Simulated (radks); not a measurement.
Neutral gallium, 31 electrons, occupied as [Ar] 3d8.5 4s1.5 4p3 (fractional occupations, a model configuration). Method: Dirac Kohn-Sham, PBE, spin-unpolarised, spherical densities, finite nucleus; open shells are shared between the two j in proportion to 2j + 1; Fermi nuclear charge, rms radius 3.9973 fm; computed with a radial shooting solver on a logarithmic mesh with Libxc functionals.

Spin-orbit splittings of the eigenvalues, e(l+1/2) - e(l-1/2), with zeta = 2 splitting/(2l+1) and mean radii in bohr:

| shell | occ. | splitting (eV) | zeta (eV) | <r> j=l-1/2 | <r> j=l+1/2 |
|---|---|---|---|---|---|
| 2p | 6 | 27.64 | 18.42 | 0.1883 | 0.1918 |
| 3p | 6 | 3.739 | 2.492 | 0.6612 | 0.6713 |
| 3d | 8.5 | 0.5141 | 0.2056 | 0.7430 | 0.7475 |
| 4p | 3 | 0.2061 | 0.1374 | 2.703 | 2.751 |
